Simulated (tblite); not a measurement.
Compound: C5H5F3O2.
Numbering: `[O:1]=[C:2]([OH:3])/[CH:4]=[CH:5]\[CH2:6][C:7]([F:8])([F:9])[F:10]` (hydrogens: H11 on O3; H12 on C4; H13 on C5; H14, H15 on C6)

Computed with GFN2-xTB (tblite), gas phase: nudged elastic band of 9 images (0 to 8), spring 0.2 eV/Å², climbing image at the end, force threshold 0.05 eV/Å. The top image wasn't refined or checked by frequencies; at this threshold it can lie a kcal/mol or more above the true saddle point of the method.

The band describes a rotation about C6–C7 (allylic carbon, CF3 carbon), followed by the dihedral C5–C6–C7–F10, from the optimised start (-61°) to a second optimised geometry at 59°.

Task: How does the energy change from image to image?

Result: 
| image | dihedral (°) | E (eV) | C6–C7 (Å) | C5···F10 (Å) | largest true force (eV/Å) |
| --- | --- | --- | --- | --- | --- |
| 0 | -61 | 0.000 | 1.518 | 2.88 | 0.01 |
| 1 | -46 | 0.014 | 1.520 | 2.75 | 0.05 |
| 2 | -31 | 0.048 | 1.523 | 2.66 | 0.05 |
| 3 | -16 | 0.081 | 1.527 | 2.60 | 0.05 |
| 4 | -1 | 0.098 | 1.529 | 2.59 | 0.05 |
| 5 | 14 | 0.087 | 1.527 | 2.61 | 0.06 |
| 6 | 29 | 0.054 | 1.524 | 2.66 | 0.06 |
| 7 | 44 | 0.018 | 1.520 | 2.74 | 0.05 |
| 8 | 59 | 0.000 | 1.518 | 2.87 | 0.01 |

Barriers of this band. The top is image 4 at -1°: 0.10 eV in either direction, as the ends lie within 0.002 eV of each other (their dihedrals are equal and opposite within 4°). The central bond is 0.011 Å longer at the top than at the start.

Task: What rate follows at 350 K for crossing this barrier forward?

Result: Taking the electronic barrier for the free energy of activation (no zero-point or entropy terms, transmission 1), rate = (kT/h)·exp(−ΔE/kT) ≈ 3 × 10^11 s⁻¹, whose inverse is 3 × 10^-12 s. An error of 1 kcal/mol in the barrier changes this by a factor of 4, and the method and the loose band can each miss by that much or more. The barrier is only 3.2 kT, where transition-state theory is rough.

Task: How long is the path, and how are the images spaced?

Result: Cartesian distances between aligned neighbours (all atoms, Å): 0.53, 0.52, 0.51, 0.52, 0.52, 0.52, 0.52, 0.54; the sum is 4.17 Å, and the top lies 50 % of the way along.

What follows is the cost of the whole band run. Hardware: one thread, Arm Neoverse V1 (aarch64), shared host with 32 logical CPUs at a one-minute load of 18. Cost: 2.6 s wall, 0.18 GiB resident at most.
